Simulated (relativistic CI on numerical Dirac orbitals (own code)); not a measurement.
One change at a time: Sn²⁷⁺

Base calculation: Dirac-Coulomb-Breit CI, orbitals from a KLI potential per configuration, model QED, unscaled Slater integrals.

Configurations in the expansion (outside the closed core [Ne]): 3s2 3p6 3d5, 3s2 3p5 3d6, 3s2 3p4 3d7, 3s 3p6 3d6, 3p6 3d7, 3s 3p5 3d7, 3s2 3p6 3d4 4s, 3s2 3p6 3d4 4p, 3s2 3p6 3d4 4d, 3s2 3p4 3d6 4s, 3s2 3p4 3d6 4p, 3s2 3p6 3d4 4f, 3s2 3p5 3d5 4s, 3s2 3p5 3d5 4p, 3s 3p5 3d6 4s, 3s2 3p6 3d3 4s2, 3s 3p5 3d6 4p, 3s2 3p6 3d3 4s 4p, 3s 3p6 3d5 4s, 3s2 3p6 3d4 5p. Levels of other configurations are missing.

The lowest level and the first level of each name with at least 55 % of one term (blank where a level has no safe partner in the second run):

| Level | Base (cm⁻¹) | Shift (cm⁻¹) |
| --- | --- | --- |
| 3s2 3p6 3d5 6S_5/2 | 0 | 0 |
| 3s2 3p6 3d5 4G_11/2 | 139727 | -43 |
| 3s2 3p6 3d5 4G_9/2 | 150307 | -37 |
| 3s2 3p6 3d5 4P_1/2 | 156115 | -32 |
| 3s2 3p6 3d5 2I_11/2 | 212926 | -34 |
| 3s2 3p6 3d5 4D_1/2 | 215323 | -6 |
| 3s2 3p6 3d5 2I_13/2 | 234884 | -28 |
| 3s2 3p6 3d5 2G_7/2 | 281264 | -41 |
| 3s2 3p6 3d5 2D_3/2 | 296319 | -20 |
| 3s2 3p6 3d5 2S_1/2 | 319315 | -58 |
| 3s2 3p6 3d5 2H_11/2 | 331067 | +13 |
| 3s2 3p6 3d5 2P_3/2 | 446730 | -108 |
| 3s2 3p6 3d5 2P_1/2 | 481730 | -72 |
| 3s2 3p5 3d6 6F°_11/2 | 1506685 | -495 |
| 3s2 3p5 3d6 6D°_9/2 | 1555958 | -494 |
| 3s2 3p5 3d6 6F°_9/2 | 1575688 | -491 |
| 3s2 3p5 3d6 4H°_13/2 | 1634672 | -495 |
| 3s2 3p5 3d6 4I°_15/2 | 1680353 | -495 |

At this charge energies of transitions that change n are usually good to better than 1 %, and those within a shell (Δn = 0) to a few per cent. Terms inside the open d or f shell come out 10 to 20 % too wide with unscaled integrals.

One thing was changed in a second run, which moved the levels as shown. Which?
A. valence Slater integrals scaled by 0.9
B. QED terms removed
C. non-relativistic limit
D. one mean potential for all configurations
E. configuration mixing switched off
F. Breit term removed

D. One mean potential for all configurations. One potential for all configurations removes the relaxation of the orbitals, which moves whole configurations and changes the integrals a little.

LS names give the leading component of a level, which can be under half, so a name can repeat, a term be missing and a line seem to break the LS rules.
